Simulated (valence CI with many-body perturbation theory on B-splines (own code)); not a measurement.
**Hf⁶⁷⁺: key properties**

Level of theory: valence CI with perturbative core correlation (CI+MBPT): three valence electrons over a frozen Dirac-Fock core [He], radial functions for each j: 11 s, 11 p, 9 d, 7 f, 5 g, 2 h, 1 i, with the one-electron correlation potential Σ1, the two-electron term Σ2, the three-electron term Σ3, Breit, model QED; selected CI, second order for the rest (own B-spline code, finite nucleus).

No measured spectrum was set against this ion. As an estimate, large intervals hold to a few tenths of a per cent, small ones and those within an open d or f shell to about a per cent.

Levels are named by their leading jj configuration (3d3/2^4 stands for four electrons in 3d with j = 3/2), which in mixed levels can hold well under half, so a name can repeat and another be missing.

Rates and lifetimes use the calculated energies. Strong lines usually hold to 10 to 20 %, long lifetimes can be off by a factor of two.

Task: What is the ground level?

Result: (2s^2 2p1/2) J=1/2, composition 100 % 2s²2p ²P°, g = 0.618.

Task: How well does LS coupling describe the low levels?

Result: Among the lowest 20 levels the leading LS term, summed over configurations, holds 76 % on average. For single configurations the figures are 75 % in LS and 99 % in jj coupling. Terms mix most in the J = 3/2 level at 14953 × 10³ cm⁻¹, where the leading one holds 49 %.

Task: What are the static dipole polarisabilities of the lowest levels?

Result: (2s^2 2p1/2) J=1/2 0.000174 bohr³, of which the core gives 2.49e-07.

Task: Among levels below 99855 × 10³ cm⁻¹, which E1 lines absorb most strongly from the ground level?

Result: to (2s^2 3d3/2) J=3/2 at 0.1181 nm, f = 0.559; to (2s 2p1/2 3p1/2) J=3/2 at 0.1210 nm, f = 0.200; to (2s 2p1/2 2p3/2) J=3/2 at 0.7822 nm, f = 0.163.

Task: What is the ionisation energy?

Result: 17671 eV; NIST lists 17680 ± 40 eV (theoretical).
